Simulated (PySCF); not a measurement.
**Correlation energy of Ni¹⁶⁺ (nickel, charge +16)**

[Ne] 3s2, closed-shell 1S. Calculation: PySCF 2.14, in an even-tempered Gaussian basis (18 s from 1.4 bohr⁻², ratio 2.5; 11 p from 1.8 bohr⁻², ratio 2.5; 5 d from 7.1 bohr⁻², ratio 2.7; 4 f from 11 bohr⁻², ratio 2.7); the spin-free X2C one-electron Hamiltonian (Gaussian nucleus). Frozen: 1s2; 10 electrons correlated; the 19 highest virtual orbitals of each spin left out.

```csv
level,correlation energy (mhartree)
CCSD,-426.10
(T),-2.01
CCSD(T),-428.11
```

Diagnostics: T1 = 0.00089, D1 = 0.0028, largest double amplitude 0.086.

Cost of the coupled-cluster step: about 2.9 core-seconds, for 10 correlated electrons.
